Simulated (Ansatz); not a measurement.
Consider the substitution at a C–C bond: `C[CH](C)[Mg][NH2]` + `N[Si](O)(F)F` → `CO[Si](N)(F)F` + `C[CH2][Mg][NH2]`.

Gas-phase electronic energies from Ansatz, PBE0-D4/def2-TZVP geometries. CCSD(T)/CBS is the MP2 limit (def2-TZVPP, def2-QZVPP) plus CCSD(T) − MP2 in def2-TZVPP, frozen cores. Functionals use def2-TZVPP. For Mg outer-core shells are correlated without core-valence functions, which leaves a few kJ/mol of doubt a bond. One conformer a species, not always the lowest.

`C[CH](C)[Mg][NH2]`:

Cartesian coordinates in Å:
```
C -0.192 1.570 0.847
C -0.250 0.623 -0.350
C 0.951 0.852 -1.265
Mg -0.482 -1.399 0.215
N -0.689 -3.210 0.725
H -0.104 2.620 0.529
H -1.081 1.504 1.483
H 0.676 1.370 1.487
H -1.154 0.873 -0.924
H 0.903 0.258 -2.183
H 1.032 1.907 -1.570
H 1.897 0.603 -0.770
H -0.396 -4.021 0.200
H -1.113 -3.551 1.576
```

`N[Si](O)(F)F`:

Cartesian coordinates in Å:
```
N -0.365 1.133 -0.129
Si -0.015 -0.452 0.327
O 1.119 -1.125 -0.612
F 0.545 -0.630 1.794
F -1.391 -1.235 0.289
H 0.362 1.823 -0.219
H -1.251 1.549 0.109
H 0.996 -1.063 -1.560
```

`CO[Si](N)(F)F`:

Cartesian coordinates in Å:
```
C -0.125 1.880 0.374
O -0.248 0.493 0.612
Si -0.064 -0.682 -0.475
N 0.197 -2.126 0.332
F 1.091 -0.239 -1.475
F -1.324 -0.869 -1.419
H 0.046 2.373 1.332
H -1.044 2.277 -0.065
H 0.713 2.101 -0.293
H 0.770 -2.189 1.155
H -0.011 -3.020 -0.077
```

`C[CH2][Mg][NH2]`:

```xyz
11

C    -0.561   -0.864   -1.627
C     0.593   -0.737   -0.631
Mg    0.298    0.552    0.996
N     0.039    1.714    2.468
H    -0.815    0.097   -2.087
H    -0.335   -1.554   -2.449
H    -1.476   -1.233   -1.153
H     1.499   -0.412   -1.157
H     0.844   -1.729   -0.232
H     0.264    2.697    2.505
H    -0.351    1.469    3.367
```

```
             level  ΔE (kJ/mol)
            B2PLYP         39.3
RPA@PBE/def2-TZVPP         40.4
```

**Question.** What does CCSD(T)/CBS give? (Estimate.)

**Answer.** Ansatz gave: +46.0 kJ/mol. The listed levels differ from it by -6.7, -5.6 kJ/mol.

Largest T1 diagnostic among the species: 0.011.

In def2-TZVPP, CCSD(T) changes the Hartree–Fock value by +18.1 kJ/mol (the triples alone add +2.1 kJ/mol) and MP2 by +24.2 kJ/mol. Leaving LDA and LC-ωPBE aside and taking each functional with its dispersion term where it has one, the values, not all of them listed here, spread over 12.2 kJ/mol, from BHLYP-D4 to PBE-QIDH. LDA lies +4.9 kJ/mol from PBE without D4.
